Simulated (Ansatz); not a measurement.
Gas-phase electronic energies from Ansatz, PBE0-D4/def2-TZVP geometries. CCSD(T)/CBS is the MP2 limit (def2-TZVPP, def2-QZVPP) plus CCSD(T) − MP2 in def2-TZVPP, frozen cores. This one scheme is used for every species. DFT in def2-TZVPP. B3LYP here is the variant with VWN-RPA as its local correlation; programs differ in this. HSE06 is defined as in plane-wave codes. For Ga, Se outer-core shells are correlated without core-valence functions, which leaves a few kJ/mol of doubt a bond. Scalar relativity is left out up to krypton.

`[GaH2][SeH]` + PH₃ → `[PH2][GaH2]` + H₂Se  (ligand exchange at a Ga–Se bond)

```
          level  ΔE (kJ/mol)  difference from CCSD(T)/CBS
     r2SCAN0-D4         69.3                         -0.1
       BHLYP-D4         72.5                          3.1
        ωB97M-V         68.7                         -0.7
         B2PLYP         70.8                          1.4
          B3LYP         69.6                          0.2
          HSE06         66.5                         -2.9
          BHLYP         72.8                          3.4
      CAM-B3LYP         69.5                          0.1
CCSD/def2-TZVPP         70.2                          0.8
 CCSD/CBS(def2)         70.2                          0.8
    CCSD(T)/CBS         69.4                            0
```

Largest T1 diagnostic among the species: 0.014.

Leaving LDA and LC-ωPBE aside and taking each functional with its dispersion term where it has one, the values, not all of them listed here, spread over 10.0 kJ/mol, from revPBE-D4 to BHLYP-D4. From BLYP to BHLYP (50 % exact exchange), in def2-TZVPP and without D4, ΔE moves by +4.6 kJ/mol.
